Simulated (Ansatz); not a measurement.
Basis-set extrapolation for CH4BNOSi, SMILES `N=C1OB1[SiH3]` (PBE0-D4/def2-TZVP geometry, frozen core, the Gaussian-basis code of Ansatz). Multiplicity 1, RHF reference.

```csv
,def2-TZVPP,def2-QZVPP
HF,-483.170676,-483.188252
MP2 correlation,-0.800280,-0.857335
CCSD(T) correlation,-0.869169,not run
```

Energies in hartree. Use E(X) = E(∞) + A·exp(−7.88·√X) for Hartree–Fock and E(X) = E(∞) + B·X^(−2.97) for correlation, with X = 3 and 4, and add CCSD(T) minus MP2 of the smaller set to the MP2 limit.

What is the CCSD(T) energy at the basis-set limit?

HF limit: -483.188252 + (-0.017576) × 0.13774 = -483.19067. MP2 limit: -0.857335 + (-0.057055) × 0.74074 = -0.89960. Higher-order term: -0.869169 − (-0.800280) = -0.06889. Total: -484.15916 hartree, 3.25 eV below CCSD(T)/def2-TZVPP.
